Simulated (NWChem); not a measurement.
# Plane-wave run on BeI2 (rutile type)

```xyz
6
Lattice="5.8688 0.0000 0.0000 0.0000 5.8688 0.0000 0.0000 0.0000 3.7796" Properties=species:S:1:pos:R:3 pbc="T T T"
Be     0.0000     0.0000     0.0000
Be     2.9344     2.9344     1.8898
I      1.7898     1.7898     0.0000
I      4.7242     1.1447     1.8898
I      1.1447     4.7242     1.8898
I      4.0791     4.0791     0.0000
```

Program: NWChem. Origin of the cell: lattice set by a structure generator, not relaxed at this level; this structure type may not be the compound's usual one.

Norm-conserving pseudopotentials with valence charges Be 2, I 7, fixed occupations, no spin-orbit coupling, density cut at twice the wavefunction cutoff.

The filled d shells of I are in the core.

The program generates the PBEsol runs' potentials with LDA.

Level: PBEsol, Troullier-Martins, cutoff 30 Ha, density from a 2×2×4 mesh. Bands run along Γ–X–M–Γ–Z–R–A–Z with k in units of the cell's reciprocal vectors. The gap leaves out the spin-orbit splitting of the valence top.

Give the band energies at the labelled points, in eV from the valence-band top.


```csv
point,k,band 13,band 14,band 15,band 16,band 17,band 18
Γ,0.000 0.000 0.000,-1.74,-0.48,-0.48,0.00,0.48,1.30
X,0.000 0.500 0.000,-1.35,-1.35,-0.79,-0.79,1.93,1.93
M,0.500 0.500 0.000,-2.48,-2.48,-2.00,-2.00,1.42,1.42
Z,0.000 0.000 0.500,-3.48,-3.48,-2.90,-2.90,1.09,1.09
R,0.000 0.500 0.500,-2.03,-2.03,-0.96,-0.96,2.06,2.06
A,0.500 0.500 0.500,-1.81,-1.81,-1.79,-1.79,1.21,1.21
```
Bands up to 16 are filled.
